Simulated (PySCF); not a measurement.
A PySCF script (with the pyscf-properties extension) for the NMR shieldings of `InChI=1S/C2H7Cl3F2Si3/c3-1(4,5)2(6,7)9-10-8/h9-10H2,8H3`, on a GFN2-xTB geometry:

```python
import basis_set_exchange as bse
import numpy as np
from pyscf import gto, dft
from pyscf.prop import nmr

atoms = """
F     1.126549    0.928382   -0.875648
C     1.217721    0.392015    0.378094
F     0.475454    1.239750    1.158802
Si    0.402953   -1.383573    0.336514
Si   -1.853772   -0.898032    0.594870
Si   -2.634988    0.891624   -0.676763
C     2.661879    0.460701    0.836932
Cl    3.596149   -0.702350   -0.109105
Cl    3.373240    2.084218    0.639879
Cl    2.728594    0.009120    2.546596
H     1.151691   -2.156248    1.328824
H     0.853925   -1.858808   -0.973877
H    -2.545079   -2.163649    0.290427
H    -2.101798   -0.702780    2.033711
H    -2.211154    2.176508   -0.125678
H    -2.148141    0.794476   -2.055034
H    -4.100219    0.900677   -0.733362
"""
names = dict.fromkeys(["F", "C", "Si", "Cl", "H"], "pcSseg-1")
basis = {el: gto.basis.parse(bse.get_basis(n, elements=[el], fmt="nwchem")) for el, n in names.items()}
mol = gto.M(atom=atoms, basis=basis, charge=0, verbose=0)
mf = dft.RKS(mol, xc="PBE0")
mf.grids.level = 2
mf.grids.alignment = dft.numint.BLKSIZE   # the property module wants whole blocks of grid points
mf.conv_tol = 1e-9
mf.kernel()

calc = nmr.RKS(mf)   # GIAO
C = mf.mo_coeff
Co = C[:, mf.mo_occ > 0]
resp = mf.gen_response(singlet=True, hermi=2)
def vind(x):   # induced exchange potential for any number of trial vectors
    d = np.einsum("pi,xij,qj->xpq", C, 2 * x.reshape(-1, C.shape[1], Co.shape[1]), Co, optimize=True)
    return np.einsum("xpq,pi,qj->xij", resp(d - d.transpose(0, 2, 1)), C, Co, optimize=True).ravel()
mo1, _ = nmr.rhf.solve_mo1(calc, with_cphf=vind)
sigma = calc.kernel(mo1)
for i, s in enumerate(sigma):   # ppm
    w = np.linalg.eigvalsh((s + s.T) / 2)
    print("%2d %-2s iso %8.1f  s11 %8.1f  s22 %8.1f  s33 %8.1f" % (i, mol.atom_pure_symbol(i), w.mean(), *w))
```

Task: What are the results?

Result: 
```
 0 F  iso    283.5  s11    181.5  s22    324.0  s33    345.0
 1 C  iso     55.5  s11     45.6  s22     56.8  s33     64.0
 2 F  iso    282.0  s11    181.7  s22    326.2  s33    338.1
 3 Si iso    398.2  s11    354.6  s22    397.7  s33    442.2
 4 Si iso    480.3  s11    468.9  s22    478.3  s33    493.6
 5 Si iso    460.8  s11    448.1  s22    463.4  s33    471.0
 6 C  iso     65.0  s11     53.3  s22     64.2  s33     77.7
 7 Cl iso    502.3  s11    188.8  s22    391.4  s33    926.9
 8 Cl iso    525.5  s11    175.9  s22    436.6  s33    963.8
 9 Cl iso    499.9  s11    171.0  s22    396.5  s33    932.3
10 H  iso     26.7  s11     22.0  s22     28.1  s33     30.1
11 H  iso     27.1  s11     23.0  s22     27.0  s33     31.5
12 H  iso     28.3  s11     24.2  s22     25.7  s33     35.1
13 H  iso     28.1  s11     24.3  s22     26.1  s33     34.0
14 H  iso     28.0  s11     23.8  s22     27.6  s33     32.6
15 H  iso     28.0  s11     24.2  s22     26.9  s33     33.1
16 H  iso     28.0  s11     24.1  s22     25.2  s33     34.6
```

These numbers come from an equivalent density-fitted implementation of the same equations, which agrees with the script to about 0.01 ppm for H and up to a few tenths of a ppm for heavy atoms, so last digits may differ.

Task: Turn these shieldings into chemical shifts. Scale: CFCl3 for ¹⁹F (σ = 170.95 ppm); ¹³C (σ = 186.93 ppm) and ²⁹Si (σ = 349.16 ppm) and ¹H (σ = 31.72 ppm) against TMS; ³⁵Cl (σ = 949.78 ppm) vs HCl (reference shieldings calculated alike).

Result: Averaging equivalent atoms: F 0/2: -111.8; C 1: 131.5; C 6: 121.9; Si 3: -49.0; Si 5: -111.7; Si 4: -131.1; Cl 7/8/9: 441; H 10/11: 4.79; H 14/15/16: 3.71; H 12/13: 3.48 ppm. Unscaled 19F shifts against computed CFCl3 carry errors that often reach 10 to 50 ppm.

Size and cost of the density-fitted run: 247 basis functions, 2.4 min wall time on 1 thread of an Arm Neoverse N1, shared host; peak memory 1.2 GiB.
